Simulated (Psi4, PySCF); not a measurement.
C₂H₈Si₂, charge +1, doublet, at the geometry of the source list (a state made from the parent by changing its charge; the spin is typed, not shown lowest), atoms displaced at random by about 0.08 Å a coordinate. Base run: TPSS/STO-3G, gradient run with PySCF.

The PySCF input:
```python
from pyscf import gto, scf, dft

mol = gto.M(
    atom='''
C     0.20956298    0.46716388    1.27237828
Si    1.33056782   -0.29603215   -0.40340761
C    -0.21447989   -0.41447388   -1.29813106
Si   -1.35894374    0.04803918    0.36223909
H     0.48184150    1.35187305    1.49083550
H     0.29159431   -0.33956210    2.22484004
H     2.23982104    0.60791094   -0.65202671
H     2.05912060   -1.56692391    0.00567322
H    -0.26515278    0.29784924   -2.13457689
H    -0.45643008   -1.45128423   -1.49382237
H    -2.06017110    1.59901414    0.03886412
H    -2.28909187   -0.57448767    0.84411538
''',
    basis='sto-3g',
    charge=1,
    spin=1,
    verbose=4,
)

mf = dft.UKS(mol)
mf.xc = 'tpss'
mf.kernel()
g = mf.nuc_grad_method()
grad = g.kernel()
```

Programs used: Psi4, PySCF; a row that names a program was run with it.

The coordinate followed is z of atom 3.

Variants of this job, named by their change:

```json
[
 {"change": "base", "dE/dx (Eh/bohr)": "-0.015819", "net force (Eh/bohr)": "0.000025"},
 {"change": "conv_tol = 1e-6", "dE/dx (Eh/bohr)": "-0.015839", "net force (Eh/bohr)": "0.000025"},
 {"change": "grids.level = 0; grid_response = off", "dE/dx (Eh/bohr)": "-0.017367", "net force (Eh/bohr)": "0.006763"},
 {"change": "grids.level = 5; grid_response = off", "dE/dx (Eh/bohr)": "-0.015826", "net force (Eh/bohr)": "0.000002"},
 {"change": "code = psi4", "dE/dx (Eh/bohr)": "-0.015839", "net force (Eh/bohr)": "0.000079"},
 {"change": "grid_response = on", "dE/dx (Eh/bohr)": "-0.015829", "net force (Eh/bohr)": "0.000000"},
 {"change": "conv_tol = 1e-11", "dE/dx (Eh/bohr)": "-0.015820", "net force (Eh/bohr)": "0.000025"},
 {"change": "finite difference step (bohr) = 0.01; conv_tol = 1e-11", "dE/dx (Eh/bohr)": "-0.015832", "net force (Eh/bohr)": "-"},
 {"change": "density fitting = on; auxbasis_response = off", "dE/dx (Eh/bohr)": "-0.016271", "net force (Eh/bohr)": "0.000309"},
 {"change": "finite difference step (bohr) = 0.2; conv_tol = 1e-11", "dE/dx (Eh/bohr)": "-0.016878", "net force (Eh/bohr)": "-"},
 {"change": "conv_tol = 1e-4", "dE/dx (Eh/bohr)": "-0.013895", "net force (Eh/bohr)": "0.000025"},
 {"change": "finite difference step (bohr) = 1e-5; conv_tol = 1e-11", "dE/dx (Eh/bohr)": "-0.015829", "net force (Eh/bohr)": "-"}
]
```

The net force is zero for an exact gradient.

Open shells are given as the SCF converged; they aren't shown to be the lowest states, and a large step between rows can be another state.
